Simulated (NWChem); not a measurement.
System: Si2H4S, singlet; SMILES [Si](S)[SiH3]

Here is an NWChem input.

```
start job
memory heap 200 mb stack 900 mb global 1100 mb
geometry units angstroms noautosym nocenter noautoz
  Si    -1.165443     0.131626     0.001323
  S      0.471187     1.496868     0.000629
  H     -0.239913     2.652412     0.001192
  Si     0.302068    -1.778993     0.002049
  H      1.767897    -1.469462    -0.004269
  H     -0.016362    -2.617683    -1.199713
  H     -0.007755    -2.608418     1.212520
end
basis spherical
  * library iglo-iii
end
dft
  xc b3lyp
  iterations 150
  semidirect filesize 400000000
end
property
  shielding 6 1 2 3 4 5 6
  efieldgrad
end
task dft property
```

Excerpt of the output:

```
             Northwest Computational Chemistry Package (NWChem) 7.3.0
             --------------------------------------------------------

                             Geometry "geometry" -> ""
                             -------------------------

 Output coordinates in angstroms (scale by  1.889725989 to convert to a.u.)

  No.       Tag          Charge          X              Y              Z
 ---- ---------------- ---------- -------------- -------------- --------------
    1 Si                  14.0000    -1.16544300     0.13162600     0.00132300
    2 S                   16.0000     0.47118700     1.49686800     0.00062900
    3 H                    1.0000    -0.23991300     2.65241200     0.00119200
    4 Si                  14.0000     0.30206800    -1.77899300     0.00204900
    5 H                    1.0000     1.76789700    -1.46946200    -0.00426900
    6 H                    1.0000    -0.01636200    -2.61768300    -1.19971300
    7 H                    1.0000    -0.00775500    -2.60841800     1.21252000

 Effective nuclear repulsion energy (a.u.)     174.6269866691

                              NWChem Property Module
                              ----------------------

  itol2e modified to match energy
  convergence criterion.

                                 NWChem DFT Module
                                 -----------------

 Summary of "ao basis" -> "ao basis" (spherical)
 ------------------------------------------------------------------------------
       Tag                 Description            Shells   Functions and Types
 ---------------- ------------------------------  ------  ---------------------
 Si                         iglo-iii                18       44   8s7p3d
 S                          iglo-iii                18       44   8s7p3d
 H                          iglo-iii                 6       10   4s2p

  itol2e modified to match energy
  convergence criterion.

            General Information
            -------------------
          SCF calculation type: DFT
          Wavefunction type:  closed shell.
          No. of atoms     :     7
          No. of electrons :    48
           Alpha electrons :    24
            Beta electrons :    24
          Charge           :     0
          Spin multiplicity:     1
          Use of symmetry is: off; symmetry adaption is: off
          Maximum number of iterations: 150
          AO basis - number of functions:   172
                     number of shells:    78
          Convergence on energy requested:  1.00D-07
          Convergence on density requested:  1.00D-05
          Convergence on gradient requested:  5.00D-04

              XC Information
              --------------
                         B3LYP Method XC Potential
                     Hartree-Fock (Exact) Exchange  0.200
                        Slater Exchange Functional  0.800 local
                    Becke 1988 Exchange Functional  0.720 non-local
              Lee-Yang-Parr Correlation Functional  0.810
                  VWN I RPA Correlation Functional  0.190 local

             Grid Information
             ----------------
          Grid used for XC integration:  fine
          Radial quadrature: Mura-Knowles
          Angular quadrature: Lebedev.
          Tag              B.-S. Rad. Rad. Pts. Rad. Cut. Ang. Pts.
          ---              ---------- --------- --------- ---------
          Si                  1.10      123          13.0       770
          S                   1.00      123          12.0       770
          H                   0.35       60          14.0       590
          Grid pruning is: on
          Number of quadrature shells:   609
          Spatial weights used:  Erf1

      Superposition of Atomic Density Guess
      -------------------------------------

 Sum of atomic energies:        -977.14107599

      Non-variational initial energy
      ------------------------------

 Total energy =    -977.784859
 1-e energy   =   -1700.766271
 2-e energy   =     548.354425
 HOMO         =      -0.202523
 LUMO         =      -0.063508

------------------------------------------------------------
EAF file 0: "./job.aoints.0" size=162529280 bytes
------------------------------------------------------------
               write      read    awrite     aread      wait
               -----      ----    ------     -----      ----
     calls:      310         0         0         0         0
   data(b): 1.63e+08  0.00e+00  0.00e+00  0.00e+00
   time(s): 0.00e+00  0.00e+00  0.00e+00  0.00e+00  0.00e+00
rate(mb/s): 0.00e+00  0.00e+00
------------------------------------------------------------

   convergence    iter        energy       DeltaE   RMS-Dens  Diis-err
 ---------------- ----- ----------------- --------- --------- ---------
 d= 0,ls=0.0,diis     1   -979.5992044342 -1.15D+03  4.30D-03  5.74D+00
 d= 0,ls=0.0,diis     2   -979.6242669644 -2.51D-02  4.29D-03  1.64D-01
 d= 0,ls=0.0,diis     3   -979.5954916647  2.88D-02  2.52D-03  3.47D-01
 d= 0,ls=0.0,diis     4   -979.6526048549 -5.71D-02  2.52D-04  1.93D-03
 d= 0,ls=0.0,diis     5   -979.6528215375 -2.17D-04  8.30D-05  2.00D-04
  Resetting Diis
 d= 0,ls=0.0,diis     6   -979.6528469567 -2.54D-05  2.17D-05  1.51D-05
 d= 0,ls=0.0,diis     7   -979.6528493959 -2.44D-06  7.82D-06  8.72D-07
 d= 0,ls=0.0,diis     8   -979.6528493740  2.19D-08  4.38D-06  9.33D-07

         Total DFT energy =     -979.652849373970
      One electron energy =    -1703.180874150554
           Coulomb energy =      617.918670907735
    Exchange-Corr. energy =      -69.017632800286
 Nuclear repulsion energy =      174.626986669135

 Numeric. integr. density =       47.999996027516

                       DFT Final Molecular Orbital Analysis
                       ------------------------------------

 Vector   22  Occ=2.000000D+00  E=-3.107321D-01
              MO Center= -2.0D-01, -3.3D-02,  1.1D-03, r^2= 4.2D+00
   Bfn.  Coefficient  Atom+Function         Bfn.  Coefficient  Atom+Function
  ----- ------------  ---------------      ----- ------------  ---------------
    71      0.296269  2 S  px                68      0.284166  2 S  px
    25     -0.244948  1 Si py                 8      0.241062  1 Si s
    72      0.202434  2 S  py                69      0.191831  2 S  py
   123      0.187365  4 Si py                28     -0.167169  1 Si py
     7      0.152107  1 Si s                126      0.145887  4 Si py

 Vector   23  Occ=2.000000D+00  E=-2.968309D-01
              MO Center=  2.3D-01,  1.2D+00,  1.1D-03, r^2= 2.3D+00
   Bfn.  Coefficient  Atom+Function         Bfn.  Coefficient  Atom+Function
  ----- ------------  ---------------      ----- ------------  ---------------
    73      0.498618  2 S  pz                70      0.460977  2 S  pz
    29      0.149212  1 Si pz                26      0.138198  1 Si pz
    64     -0.133923  2 S  pz                61     -0.071853  2 S  pz
   165     -0.056465  7 H  s                155      0.055885  6 H  s
    20     -0.039935  1 Si pz               124     -0.037387  4 Si pz

 Vector   24  Occ=2.000000D+00  E=-2.317562D-01
              MO Center= -8.4D-01, -2.9D-02,  1.5D-03, r^2= 3.9D+00
   Bfn.  Coefficient  Atom+Function         Bfn.  Coefficient  Atom+Function
  ----- ------------  ---------------      ----- ------------  ---------------
     8      0.383316  1 Si s                 27     -0.323433  1 Si px
    24     -0.295975  1 Si px                 7      0.237641  1 Si s
    71      0.203761  2 S  px               123     -0.189126  4 Si py
    28      0.178527  1 Si py                68      0.160054  2 S  px
   126     -0.146903  4 Si py                25      0.132945  1 Si py

 Vector   25  Occ=0.000000D+00  E=-1.032920D-01
              MO Center= -8.5D-01,  1.4D-01,  1.2D-03, r^2= 3.5D+00
   Bfn.  Coefficient  Atom+Function         Bfn.  Coefficient  Atom+Function
  ----- ------------  ---------------      ----- ------------  ---------------
    29      0.630511  1 Si pz                26      0.392893  1 Si pz
    73     -0.326324  2 S  pz                70     -0.214173  2 S  pz
    20     -0.109628  1 Si pz               155      0.094087  6 H  s
   165     -0.094426  7 H  s                127      0.068927  4 Si pz
    64      0.064060  2 S  pz               166     -0.063051  7 H  s

 Vector   26  Occ=0.000000D+00  E=-1.653159D-02
              MO Center= -5.5D-01,  4.7D-01,  1.7D-03, r^2= 6.1D+00
   Bfn.  Coefficient  Atom+Function         Bfn.  Coefficient  Atom+Function
  ----- ------------  ---------------      ----- ------------  ---------------
    52     -0.666769  2 S  s                 28      0.616015  1 Si py
    92      0.601442  3 H  s                126      0.437380  4 Si py
    71      0.408125  2 S  px               106      0.371816  4 Si s
   146     -0.264579  5 H  s                 25      0.199864  1 Si py
    68      0.184280  2 S  px               145     -0.170666  5 H  s

 Vector   27  Occ=0.000000D+00  E= 7.751753D-03
              MO Center= -3.5D-02,  6.0D-01,  2.8D-04, r^2= 7.5D+00
   Bfn.  Coefficient  Atom+Function         Bfn.  Coefficient  Atom+Function
  ----- ------------  ---------------      ----- ------------  ---------------
   106      0.802061  4 Si s                 72      0.790700  2 S  py
    92     -0.683462  3 H  s                146     -0.543095  5 H  s
     8      0.487507  1 Si s                 27      0.478930  1 Si px
   156     -0.444097  6 H  s                166     -0.440354  7 H  s
    91     -0.429808  3 H  s                 28      0.327991  1 Si py

[...]

          -----------------------------------------
          Chemical Shielding Tensors (GIAO, in ppm)
          -----------------------------------------

                                NWChem CPHF Module
                                ------------------

  scftype          =     RHF
  nclosed          =       24
  nopen            =        0
  variables        =     3552
  # of vectors     =        3
  tolerance        = 0.10D-03
  level shift      = 0.00D+00
  max iterations   =       50
  max subspace     =       30

 SCF residual:    1.4790010366834384E-004

Iterative solution of linear equations
  No. of variables     3552
  No. of equations        3
  Maximum subspace       30
        Iterations       50
       Convergence  1.0D-04

   iter   nsub   residual    time
   ----  ------  --------  ---------
     1      3    1.21D+00     220.1
     2      6    7.26D-02     246.8
     3      9    3.12D-03     269.0
     4     12    2.69D-04     284.0
     5     15    1.47D-05     298.4

------------------------------------------------------------
EAF file 0: "./job.aoints.0" size=290455552 bytes
------------------------------------------------------------
               write      read    awrite     aread      wait
               -----      ----    ------     -----      ----
     calls:      554         0         0         0         0
   data(b): 2.90e+08  0.00e+00  0.00e+00  0.00e+00
   time(s): 0.00e+00  0.00e+00  0.00e+00  0.00e+00  0.00e+00
rate(mb/s): 0.00e+00  0.00e+00
------------------------------------------------------------

      Atom:    1  Si
        Diamagnetic
    880.3528      2.5084     -0.0003
      2.5084    882.1601     -0.0009
     -0.0003     -0.0009    879.3522

        Paramagnetic
  -1137.2134   -341.0233      0.3342
   -341.0233  -1962.1570      0.2611
      0.3342      0.2611   -425.4524

        Total Shielding Tensor
   -256.8605   -338.5149      0.3339
   -338.5149  -1079.9969      0.2602
      0.3339      0.2602    453.8998

           isotropic =    -294.3192
          anisotropy =   -1360.5120

          Principal Components and Axis System
                 1           2           3
            -1201.3272    453.9000   -135.5304

      1         0.3374      0.0004      0.9414
      2         0.9414      0.0001     -0.3374
      3        -0.0002      1.0000     -0.0004

      Atom:    2  S
        Diamagnetic
   1057.8732      1.4656     -0.0020
      1.4656   1063.0354     -0.0012
     -0.0020     -0.0012   1054.6726

        Paramagnetic
   -881.3193    423.1529      0.0923
    423.1529  -1378.7808      0.0608
      0.0923      0.0608   -530.8708

        Total Shielding Tensor
    176.5539    424.6185      0.0903
    424.6185   -315.7454      0.0596
      0.0903      0.0596    523.8018

           isotropic =     128.2035
          anisotropy =   -1032.9077

          Principal Components and Axis System
                 1           2           3
             -560.4017    523.8019    421.2101

      1        -0.4992      0.0009      0.8665
      2         0.8665      0.0005      0.4992
      3        -0.0000      1.0000     -0.0011

      Atom:    3  H
        Diamagnetic
     28.7336     -7.5466     -0.0046
     -7.5466     42.2283      0.0064
     -0.0046      0.0064     22.8867

        Paramagnetic
     -5.5980      6.1716      0.0010
      6.1716    -14.8534     -0.0029
      0.0010     -0.0029     -0.4528

        Total Shielding Tensor
     23.1356     -1.3750     -0.0036
     -1.3750     27.3749      0.0036
     -0.0036      0.0036     22.4339

           isotropic =      24.3148
          anisotropy =       5.2005

          Principal Components and Axis System
                 1           2           3
               27.7818     22.7287     22.4339

      1        -0.2838      0.9589      0.0080
      2         0.9589      0.2838      0.0015
      3         0.0008     -0.0081      1.0000

      Atom:    4  Si
        Diamagnetic
    884.5546     -1.4128      0.0054
     -1.4128    889.7909     -0.0072
      0.0054     -0.0072    883.6561

        Paramagnetic
   -454.2097    -18.7524     -0.0366
    -18.7524   -453.4355      0.0612
     -0.0366      0.0612   -506.7309

        Total Shielding Tensor
    430.3448    -20.1652     -0.0311
    -20.1652    436.3555      0.0540
     -0.0311      0.0540    376.9252

           isotropic =     414.5418
          anisotropy =      58.7944

          Principal Components and Axis System
                 1           2           3
              453.7381    412.9622    376.9252

      1        -0.6529      0.7574      0.0003
      2         0.7574      0.6529     -0.0008
      3         0.0008      0.0003      1.0000

      Atom:    5  H
        Diamagnetic
     36.6966     -0.2396     -0.0534
     -0.2396     27.2196     -0.0023
     -0.0534     -0.0023     22.8741

        Paramagnetic
     -5.7072      0.3030      0.0272
      0.3030     -0.3543      0.0046
      0.0272      0.0046      2.2013

        Total Shielding Tensor
     30.9893      0.0634     -0.0263
      0.0634     26.8653      0.0023
     -0.0263      0.0023     25.0754

           isotropic =      27.6433
          anisotropy =       5.0206

          Principal Components and Axis System
                 1           2           3
               30.9904     26.8643     25.0753

      1         0.9999     -0.0154      0.0045
      2         0.0154      0.9999     -0.0014
      3        -0.0044      0.0015      1.0000

      Atom:    6  H
        Diamagnetic
     24.3170      0.6506      1.5206
      0.6506     30.9095      6.5098
      1.5206      6.5098     31.3127

        Paramagnetic
      2.0957      0.4665     -1.0965
      0.4665     -3.4955     -3.7722
     -1.0965     -3.7722     -2.8565

        Total Shielding Tensor
     26.4127      1.1171      0.4242
      1.1171     27.4140      2.7376
      0.4242      2.7376     28.4562

           isotropic =      27.4276
          anisotropy =       5.3020

          Principal Components and Axis System
                 1           2           3
               30.9623     26.4323     24.8883

      1         0.2254      0.8874     -0.4022
      2         0.6386      0.1772      0.7488
      3         0.7358     -0.4256     -0.5268
```

Level: B3LYP/IGLO-III, GIAO. Low-valent species are run as closed-shell singlets; no triplet was tried in these runs. Structure relaxed at the PBE0/def2-SVP level. NWChem prints the field gradient with the sign opposite to the second derivative of the potential. The printed shielding anisotropy is the first printed principal value minus the mean of the other two.
